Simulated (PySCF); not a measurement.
BF2, SMILES [B](F)F (connectivity only; charge and spin as stated), charge +1, multiplicity 1.

Coordinates come from a ωB97X-D3(BJ)/def2-TZVP optimisation. The multiplicity is an assumed one; other spin states were not compared. The isomer is the one that the SMILES or the coordinates give; other isomers of the formula were not compared.

Lowest vertical singlet excitation by several levels in PySCF, with rough processor times relative to the cheapest run on one machine. Each run also gave further roots (ADC and EOM-CCSD ionised and attached states too); roots are paired by order and the bases differ. EOM-CCSD serves as a yardstick, not as the true value; all levels that ended soundly for this molecule are listed, with differences from unrounded values.

```csv
level,relative cost
TDDFT-PBE/def2-TZVPD,1
TDDFT-PBE0/def2-TZVPD,2
ADC(2)/aug-cc-pVDZ,6
EOM-CCSD/aug-cc-pVDZ,6
```

Give S1 at each level and its distance from EOM-CCSD. (Estimate from the structure and the level; the computed values follow.)


```csv
level,S1 (eV),S1 minus EOM-CCSD (eV)
TDDFT-PBE/def2-TZVPD,11.15,-1.24
TDDFT-PBE0/def2-TZVPD,11.96,-0.42
ADC(2)/aug-cc-pVDZ,11.92,-0.47
EOM-CCSD/aug-cc-pVDZ,12.39,0.00
```

Which is the cheapest level here that lands within 0.5 eV of EOM-CCSD?

TDDFT-PBE0/def2-TZVPD, at about 40 % of the cost of EOM-CCSD.
